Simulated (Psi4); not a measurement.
technetium atom (Tc), sextet (core potentials on Tc); PBE/def2-SVP run with Psi4.

Input for Psi4:
```
memory 2 GB

molecule {
0 6
  Tc    0.00000000    0.00000000    0.00000000
}

set basis def2-svp
set reference uks

energy('pbe')
print_variables()
```

It wrote (shortened):

```
   => Loading Basis Set <=

    Name: DEF2-SVP
    Role: ORBITAL
    Keyword: BASIS

    !!!  WARNING: ECP capability is in beta. Please check occupations closely.  !!!

         ---------------------------------------------------------
                                   SCF
               by Justin Turney, Rob Parrish, Andy Simmonett
                          and Daniel G. A. Smith
                              UKS Reference
         ---------------------------------------------------------

  ==> Geometry <==

    Molecular point group: d2h
    Geometry (in Angstrom), charge = 0, multiplicity = 6:

       Center              X                  Y                   Z               Mass
    ------------   -----------------  -----------------  -----------------  -----------------
         TC           0.000000000000     0.000000000000     0.000000000000    97.907212400000

  Running in d2h symmetry.

  Rotational constants: A = ************  B = ************  C = ************ [cm^-1]
  Rotational constants: A = ************  B = ************  C = ************ [MHz]
  Nuclear repulsion =    0.000000000000000

  Charge       = 0
  Multiplicity = 6
  Electrons    = 15
  Nalpha       = 10
  Nbeta        = 5

  ==> Algorithm <==

  SCF Algorithm Type is DF.
  DIIS enabled.
  MOM disabled.
  Fractional occupation disabled.
  Guess Type is CORE.
  Energy threshold   = 1.00e-06
  Density threshold  = 1.00e-06
  Integral threshold = 1.00e-12

  ==> Primary Basis <==

  Basis Set: DEF2-SVP
    Blend: DEF2-SVP
    Number of shells: 11
    Number of basis functions: 31
    Number of Cartesian functions: 36
    Spherical Harmonics?: true
    Max angular momentum: 3

  Core potential: DEF2-SVP
    Number of shells: 4
    Number of ECP primitives: 14
    Number of ECP core electrons: 28
    Max angular momentum: 3

  ==> DFT Potential <==

   => LibXC <=

    Version 7.1.2
    S. Lehtola, C. Steigemann, M. J. T. Oliveira, and M. A. L. Marques,  SoftwareX 7, 1–5 (2018) (10.1016/j.softx.2017.11.002)

   => Composite Functional: PBE <=

    PBE GGA Exchange-Correlation Functional

    J.P. Perdew et. al., Phys. Rev. Lett., 77(18), 3865-3868, 1996

    Deriv               =              1
    GGA                 =           TRUE
    Meta                =          FALSE

    Exchange Hybrid     =          FALSE
    MP2 Hybrid          =          FALSE

   => Exchange Functionals <=

    1.0000     XC_GGA_X_PBE

   => Correlation Functionals <=

    1.0000     XC_GGA_C_PBE

[...]
   @S   Expected:                2.500000000E+00
   @S   Observed:                2.500000000E+00

    Orbital Energies [Eh]
    ---------------------

    Alpha Occupied:

[...]
       4Ag    -0.180184

    Alpha Virtual:

[...]
    Beta Occupied:

[...]
    Beta Virtual:

[...]
    Final Occupation by Irrep:
             Ag   B1g   B2g   B3g    Au   B1u   B2u   B3u
    DOCC [     2,    0,    0,    0,    0,    1,    1,    1 ]
    SOCC [     2,    1,    1,    1,    0,    0,    0,    0 ]
    NA   [     4,    1,    1,    1,    0,    1,    1,    1 ]
    NB   [     2,    0,    0,    0,    0,    1,    1,    1 ]

  @DF-UKS Final Energy:   -80.69500877251106

   => Energetics <=

    Nuclear Repulsion Energy =              0.0000000000000000
    One-Electron Energy =                -138.5267133763193783
    Two-Electron Energy =                  66.7611956021528385
    DFT Exchange-Correlation Energy =      -8.9294909983445194
    Empirical Dispersion Energy =           0.0000000000000000
    VV10 Nonlocal Energy =                  0.0000000000000000
    Total Energy =                        -80.6950087725110592

  UHF NO Occupations:
  HONO-2 :    1B3g 1.0000000
  HONO-1 :    1B2g 1.0000000
  HONO-0 :    4 Ag 1.0000000
  LUNO+0 :    5 Ag 0.0036737
  LUNO+1 :    2B3u 0.0000491
  LUNO+2 :    6 Ag 0.0000195
  LUNO+3 :    2B1u 0.0000111

Computation Completed

Properties will be evaluated at   0.000000,   0.000000,   0.000000 [a0]

Properties computed using the SCF density matrix

 Multipole Moments:

 ------------------------------------------------------------------------------------
     Multipole            Electronic (a.u.)      Nuclear  (a.u.)        Total (a.u.)
 ------------------------------------------------------------------------------------

 L = 1.  Multiply by 2.5417464519 to convert [e a0] to [Debye]
 Dipole X            :          0.0000000            0.0000000            0.0000000
 Dipole Y            :          0.0000000            0.0000000            0.0000000
 Dipole Z            :          0.0000000            0.0000000            0.0000000
 Magnitude           :                                                    0.0000000

 ------------------------------------------------------------------------------------

  Variable Map:
  ----------------------------------------------------------------------------
[...]
  Array Variable Map:
  ----------------------------------------------------------------------------
[...]
[...]
```
